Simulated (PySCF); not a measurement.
Computed shifts of a molecule C2H7BO3, PBE/pcSseg-1 (PySCF), GIAO, gas phase, equivalent atoms averaged, in ppm (number of nuclei): ¹H: 3.99 (3), 3.86 (3), 2.97 (1). ¹³C: 55.6 (2). References: ¹¹B against BF3 (σ = 83.9 ppm); ¹⁷O against H2O (σ = 334.3 ppm); ¹H against TMS (σ = 31.49 ppm); ¹³C against TMS (σ = 182.0 ppm), references at their B3LYP-D3(BJ)/def2-TZVP geometries, non-relativistic. The structure is a stationary point at PBE0-D3(BJ)/def2-SVP. Other conformers were not sampled.

**Question.** Pick the molecule that these values belong to.
(A) COB(O)OC
(B) COCB(O)O
(C) OCCB(O)O
(D) CCOB(O)O

**Answer.** A, COB(O)OC
